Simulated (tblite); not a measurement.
Compound: C₂H₂F₃OS (doublet state).
Geometry (GFN2-xTB, Å), atoms numbered from 1 in this order:
```
atom  x, y, z in Å
O1     1.026   -1.348   -0.662
C2     1.476   -0.219   -0.420
S3     0.136    1.219   -0.114
C4    -1.382    0.214   -0.335
F5    -1.440   -0.310   -1.549
F6    -2.453    0.986   -0.174
F7    -1.448   -0.762    0.557
H8     2.049   -0.073    0.522
H9     2.050    0.300   -1.218
```

Structure optimised with GFN2-xTB, isolated species. This method treats the open shell by occupation alone, without spin polarisation.

Masses are those of the commonest isotopes; rigid-rotor values at the optimised geometry. The values belong to one conformer with, in the numbering `[O:1][CH2:2][S:3][C:4]([F:5])([F:6])[F:7]`, O1–C2–S3–C4 0°.

Give the principal moments of inertia and the rotational constants in GHz.

Ia = 147.54, Ib = 278.85, Ic = 335.06 u·Å²; 505379 MHz·u·Å²/I gives 3425, 1812 and 1508 MHz, that is A = 3.4255, B = 1.8124, C = 1.5083 GHz.

What kind of rotor is it?

An asymmetric top: κ = (2 × 1812 − 3425 − 1508)/(3425 − 1508) = -0.68.

Is it planar, by Δ = Ic − Ia − Ib?

Not planar: Δ = Ic − Ia − Ib = -91.33 u·Å². For a rigid frame Δ = −2 Σ m c², so Σ m c² = 45.66 u·Å² lies off the ab plane: 1.60 from hydrogen and 44.07 from heavier atoms. The atom farthest from that plane is 1.08 Å away.

Estimate the classical rotational partition function at 10 K, 100 K and 500 K.

Point group Cs, symmetry number σ = 1; q = (√π/σ)·√((kT/h)³/(ABC)), k/h = 20836.6 MHz/K: 1740 at 10 K, 55100 at 100 K, 616000 at 500 K.

For this open shell read J as N, the rotation without spin; fine and hyperfine splittings come on top. Its GFN2-xTB frequencies are all real (lowest 57 cm⁻¹). These are rigid-rotor constants of the computed structure; measured ground-state constants (B0) also hold zero-point vibration.

Hardware: one thread, Arm Neoverse V2 (aarch64), on a shared host. Cost: 0.26 s wall. This is the geometry optimisation.
